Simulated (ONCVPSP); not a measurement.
# Pseudopotential generation for S (Z = 16): ONCV, PBE, scalar-relativistic.

```
Element                 : S (Z = 16)
Generator               : ONCVPSP 4.0.1
Type                    : optimised norm-conserving Vanderbilt (ONCV)
Functional              : PBE
Relativity              : scalar-relativistic
Frozen core             : [Ne]
Valence charge          : 6
Reference configuration : 3s2 3p3 (charge +1)
Partial waves           : 3s: rc 1.35 bohr, ncon 4, nbas 6, qcut 5.8 1/bohr, 2 projectors, debl 0.9 Ha; 3p: rc 1.35 bohr, ncon 3, nbas 7, qcut 5.8 1/bohr, local
Local potential         : the p channel
Core correction         : polynomial model core, fcfact 0.5
```

Does this generation succeed?

No. ONCVPSP 4.0.1 stopped with "test_data: must have ncon+3 <= nbas <= ncon+5, l= 0": the input breaks a rule of the program on the basis size: nbas must lie between ncon + 3 and ncon + 5.
